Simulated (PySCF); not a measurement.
Cl3GeH3OSi, SMILES [Cl][Ge]([O][SiH3])([Cl])[Cl].

Geometry: PBE0-D3(BJ)/def2-SVP. The values are those of a single conformer.

Vertical ionisation energy (IE) and electron affinity (EA) in eV. Rows of orbital energies are one-electron estimates. Where ΔSCF, EOM or ADC give a negative EA the extra electron is unbound and the value depends on the basis.

| level | IE | EA |
|---|---|---|
| −ε(HOMO), −ε(LUMO), ωB97X/def2-TZVP (PySCF) | 11.72 | -0.29 |
| −ε(HOMO), −ε(LUMO), PBE/def2-TZVP (PySCF) | 7.80 | 2.86 |
